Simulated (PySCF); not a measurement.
Gas-phase reaction: 5 GeHCl3 + 2 GeH2 = 3 GeH3Cl + 4 GeCl3

Energies from PySCF, thermal terms from the rigid-rotor harmonic-oscillator model, ideal gas at 1 bar. † marks an energy on the PBE0/def2-TZVP geometry and frequencies; other levels use their own. MP2 freezes the core. 6-31G* has spherical d functions here. Open shells (unrestricted): GeCl3 (multiplicity 2); the rest are closed-shell singlets. B3LYP is the form with VWN-RPA correlation. Ge: all electrons, no relativistic terms. GeH2, GeCl3: computed as isolated molecules; such fragments, hydroxides, amides, oligomers or adducts are transient or little studied in the gas. MP2 isn't extrapolated to the basis-set limit.

B3LYP/6-31G* gives ΔH°(298 K) = 77 kJ.

Question: What do MP2/def2-TZVPP†, HF/6-31G*, ωB97X-V/def2-TZVP† give?

Answer: MP2/def2-TZVPP†: 153 kJ; HF/6-31G*: 59 kJ; ωB97X-V/def2-TZVP†: 150 kJ. For scale, ΔH°(298 K) is 77 kJ at this level, 143 kJ at ωB97M-V/def2-TZVP†, and runs from 57 to 171 kJ over the 19 levels computed († marks an energy on the PBE0/def2-TZVP geometry).
